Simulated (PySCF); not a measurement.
TlB⁻: energy against distance

Set-up: Tl aug-cc-pVDZ-PP with ECP60, B aug-cc-pVDZ; scalar-relativistic core potentials (PySCF 2.14). Energies in eV from Tl⁻ + B in their ground configurations at the same level. State: ⁴Σ⁻ (quartet), unpaired electrons σ ↑, π ↑↑.

| R (Å) | UHF-MP2 | CAM-B3LYP | PW91 | PBE |
| --- | --- | --- | --- | --- |
| 1.990 | -1.874 | -1.835 | -2.259 | -2.233 |
| 2.083 | -2.205 | -2.130 | -2.570 | -2.546 |
| 2.175 | -2.389 | -2.284 | -2.745 | -2.723 |
| 2.245 | -2.455 | -2.333 | -2.812 | -2.790 |
| 2.314 | -2.473 | -2.339 | -2.837 | -2.817 |
| 2.383 | -2.454 | -2.313 | -2.832 | -2.812 |
| 2.476 | -2.384 | -2.242 | -2.788 | -2.770 |
| 2.592 | -2.247 | -2.113 | -2.695 | -2.678 |
| 2.731 | -2.030 | -1.925 | -2.551 | -2.536 |
| 2.916 | -1.653 | -1.650 | -2.336 | -2.322 |

Task: Put a parabola through the three lowest points of the UHF-MP2 curve and estimate Re, k and ωe (reduced mass 10.45 u; 1 eV/Å² = 0.16022 mdyn/Å; ωe = 1302.8·√(k/μ) cm⁻¹).

Result: Through R = 2.245, 2.314, 2.383 Å the second-order coefficient is 3.89 eV/Å², so Re ≈ 2.313 Å, k ≈ 1.25 mdyn/Å and ωe ≈ 450 cm⁻¹. A polynomial fit of higher order to the unrounded UHF-MP2 energies gives Re = 2.310 Å, k = 1.26 mdyn/Å, ωe = 452 cm⁻¹; anharmonicity and rounding make the difference.

The higher-order fit for each curve: UHF-MP2: Re = 2.310 Å, ωe = 452 cm⁻¹, De = 2.47 eV; CAM-B3LYP: Re = 2.291 Å, ωe = 436 cm⁻¹, De = 2.34 eV; PW91: Re = 2.333 Å, ωe = 394 cm⁻¹, De = 2.84 eV; PBE: Re = 2.336 Å, ωe = 393 cm⁻¹, De = 2.82 eV.

Correlated steps freeze 5 core orbitals. Correlated levels converge slowly with the basis: in double zeta they bind strong bonds too weakly, by up to about 1 eV, and carry superposition errors of some tenths. These are scalar-relativistic numbers at best; spin–orbit coupling would shift them, the dissociation energy most. For an ion De counts to the pair picked by the measured ionisation energies or electron affinities, which need not be the lowest pair at this level. The highest Kohn–Sham level is positive in this anion. Much of that is self-interaction error, but it also means that the finite basis helps to hold the extra electron. The state was picked by a PBE0 search and need not be the measured ground state.
